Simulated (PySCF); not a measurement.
Point-charge models of `C=CC(=O)[C@@H](C#N)O[SiH3]` against its computed dipole.

Coordinates (GFN2-xTB, Å) and charges (e) from the PBE0/pcSseg-1 density (PySCF):

```csv
atom,x,y,z,Mulliken,IAO,Hirshfeld,ESP-fitted
C1,2.919,0.233,0.403,-0.0437,-0.2147,-0.0302,-0.1712
C2,1.834,-0.069,-0.302,-0.2489,-0.2124,-0.0569,-0.4067
C3,0.489,0.172,0.241,+0.2673,+0.3634,+0.1695,+0.6359
O4,0.254,0.589,1.347,-0.3745,-0.3733,-0.1553,-0.4263
C5,-0.667,-0.157,-0.714,+0.1694,+0.0226,+0.0649,+0.0531
C6,-0.550,-1.566,-1.064,+0.0971,+0.1228,+0.0808,+0.3370
N7,-0.471,-2.677,-1.315,-0.2246,-0.2127,-0.2002,-0.4310
O8,-1.906,0.117,-0.186,-0.6222,-0.6125,-0.2092,-0.3945
Si9,-2.343,0.588,1.325,+0.7227,+0.8594,+0.3442,+0.5838
H10,2.826,0.668,1.385,+0.1505,+0.1783,+0.0628,+0.1515
H11,3.914,0.061,0.029,+0.1420,+0.1736,+0.0706,+0.1774
H12,1.892,-0.506,-1.288,+0.1329,+0.1639,+0.0542,+0.1748
H13,-0.521,0.435,-1.637,+0.1823,+0.1848,+0.0709,+0.0923
H14,-1.969,-0.364,2.364,-0.1104,-0.1446,-0.0842,-0.1046
H15,-1.933,1.957,1.625,-0.1144,-0.1474,-0.0883,-0.1204
H16,-3.775,0.529,1.041,-0.1255,-0.1513,-0.0933,-0.1512
```

Question: Compute μ = Σ q r for each scheme (1 e·Å = 4.803 D) and compare with the dipole of the full density.

Answer: The full density gives (3.54, 2.62, -0.55) D, 4.44 D in size; dipole vectors point from the negative to the positive end.

```csv
scheme,μx,μy,μz,size (D),share of the full size (%),angle to the full dipole (°)
Mulliken,4.48,2.30,-0.35,5.05,114,10
IAO,3.73,2.05,-0.25,4.26,96,9
Hirshfeld,3.16,1.78,-0.36,3.64,82,7
ESP-fitted,3.55,2.63,-0.54,4.45,100,0
```

Question: Which set comes closest?

Answer: Length of the difference vector: ESP-fitted 0.02 D, IAO 0.67 D, Hirshfeld 0.94 D, Mulliken 1.01 D. Closest: ESP-fitted. ESP charges are fitted to the potential around the molecule, whose slowest-falling term is the dipole's. The schemes that divide the density aren't constrained to reproduce the dipole.

Question: What is left for the Hirshfeld atoms' own dipoles?

Answer: The Hirshfeld atoms' densities add up to the full density, so μ = Σ q r + Σ (atomic dipoles). The atomic dipoles sum to (3.54, 2.62, -0.55) − (3.16, 1.78, -0.36) = (0.38, 0.84, -0.19) D, 0.94 D in size.

Question: With the origin at the mean of the coordinates, (0.000, 0.001, 0.204) Å, which are the largest single terms, by size, of the ESP-fitted dipole along the direction of the full one?

Answer: Si9 -4.66, N7 +3.66, C2 -2.90, H11 +2.71, O8 +2.66 D; all 16 atoms together +4.45 D. The single terms depend on the origin, their sum doesn't.

Question: Give the size of the full dipole in other units.

Answer: 4.44 D = 1.746 au = 0.924 e·Å = 14.80 × 10⁻³⁰ C·m.

Isolated species at its GFN2-xTB geometry (one conformer only).

Shape of the structure used: `[CH2:1]=[CH:2][C:3](=[O:4])[C@@H:5]([C:6]#[N:7])[O:8][SiH3:9]`: C1–C2–C3–O4 -3°, C2–C3–C5–C6 59°, C3–C5–O8–Si9 -7°.
